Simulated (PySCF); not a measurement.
Computed with TPSSh-D3(BJ)/def2-TZVP // BP86-D3(BJ)/def2-SVP (PySCF 2.14.0). Gas-phase values, no solvent. 

Reference species: [Zn(Br)2] (neutral, multiplicity 1).

```yaml
mean_distance_from_the_central_atom_to_its_bonded_neighbours: 2.236 Å
HOMO–LUMO gap: 5.67 eV
charge on the central atom (Mulliken): 0.54 e
```

Changed species: [Zn(Br)(H)] (1 of 2 Br replaced by H; the reference has 0 of 2 Br replaced by H).

Task: Give the shifts of the mean distance from the central atom to its bonded neighbours, HOMO–LUMO gap and charge on the central atom (Mulliken).

Result: the mean distance from the central atom to its bonded neighbours falls by 0.347 Å, to 1.889 Å; the HOMO–LUMO gap rises by 1.06 eV, to 6.73 eV; the charge on the central atom (Mulliken) falls by 0.22 e, to 0.32 e.
